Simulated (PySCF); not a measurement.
## Two-component Hartree-Fock for Gd²⁷⁺ (gadolinium, charge +27)

Start: [Kr] 4d1; 4d3/2 filled at m_j = +3/2. Calculated with PySCF 2.14 in an uncontracted even-tempered set (17 s from 2.3 bohr⁻², ratio 2.8; 14 p from 2.9 bohr⁻², ratio 2.8; 9 d from 2.9 bohr⁻², ratio 2.8; 3 f from 10 bohr⁻², ratio 3): generalised Hartree-Fock with the X2C-1e Hamiltonian and a Gaussian nucleus; one run each with spin-orbit coupling (SO) switched off, then screened by Boettger's factors.

| spinor shell | electrons | ε, spin-free (eV) | ε, screened SO (eV) | weight of nominal j (screened SO) | rms radius, screened SO (bohr) |
| --- | --- | --- | --- | --- | --- |
| 1s1/2 | 2 | -51410.9 | -51401.3 | 1.000 | 0.0249 |
| 2s1/2 | 2 | -9372.1 | -9369.0 | 1.000 | 0.101 |
| 2p1/2 | 2 | -8436.5 | -8927.7 | 1.000 | 0.0864 |
| 2p3/2 | 4 | -8436.5 | -8225.7 | 1.000 | 0.0927 |
| 3s1/2 | 2 | -2807.6 | -2806.5 | 1.000 | 0.258 |
| 3p1/2 | 2 | -2511.4 | -2616.0 | 1.000 | 0.249 |
| 3d3/2 | 4 | -2122.9 | -2142.5 | 1.000 | 0.234 |
| 3d5/2 | 6 | -2122.9 | -2108.7 | 1.000 | 0.237 |
| 4s1/2 | 2 | -1184.0 | -1183.6 | 1.000 | 0.546 |
| 4p1/2 | 2 | -1069.0 | -1101.1 | 0.999 | 0.552 |
| 4p3/2 | 4 | -1069.0 | -1054.6 | 1.000 | 0.577 |
| 4d3/2 | 1 | -932.57 | -937.65 | 1.000 | 0.570 |

Q: Where does 3p3/2 lie, and what is the 3p spin-orbit splitting (screened SO)?

A: At -2465.7 eV, 150.28 eV above 3p1/2.

```
   quantity     spin-free   screened SO
E (hartree)  -10912.82453  -10920.37156
        M_J           3/2           3/2
       ⟨J²⟩         4.405         3.751
       ⟨L²⟩         6.004         6.046
       ⟨S²⟩         0.751         0.794
```

Each row is a mean over spinors that exchange with the open shell spreads, by up to 10.585 eV (4p1/2).

Breit and QED terms are absent; they matter most for the inner s and p1/2 levels.

Densities and radii are taken from the X2C orbitals without a picture-change correction, which distorts them close to the nucleus.

Without spin-orbit coupling the j labels of p, d and f shells carry no meaning; the spin-free column gives the mean over the occupied spinors of each nl shell, and its ⟨J²⟩ belongs to a mixture of degenerate components.
